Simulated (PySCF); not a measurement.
**ZrH₃⁺: one-bond stretch**

All numbers come from PBE0 in PySCF with Zr def2-TZVP with ECP28, H def2-TZVP; scalar-relativistic core potentials, no spin–orbit coupling; density-fitted integrals.

Rigid scan from the singlet minimum (Zr–H 1.788 Å (×3); H–Zr–H 105.8° (×3)). Coordinate: the bond from Zr to the last atom (H) scaled, the rest fixed. Energies in kJ/mol from the minimum.

Problem. Predict the curve at 0.92, 0.96, 1.00, 1.05, 1.12, 1.20, 1.35, 1.55, 1.80, 2.20.

Solution. 
| scale of one bond | E (kJ/mol) | dipole size (D, about the centre of mass) |
| --- | --- | --- |
| 0.92 | 14.6 | 3.18 |
| 0.96 | 3.3 | 3.21 |
| 1.00 | 0.0 | 3.23 |
| 1.05 | 4.4 | 3.27 |
| 1.12 | 21.8 | 3.30 |
| 1.20 | 51.9 | 3.33 |
| 1.35 | 121.1 | 3.34 |
| 1.55 | 214.1 | – |
| 1.80 | 310.4 | – |
| 2.20 | 410.3 | – |

At long bonds a restricted determinant can lie too high, and another spin state can fall below this curve.

The scan took 4.7 s on 2 threads of a shared Arm Neoverse V1 host; the process peaked at 0.73 GiB. Launch command: `OMP_NUM_THREADS=2 python axn.py task.json out`.
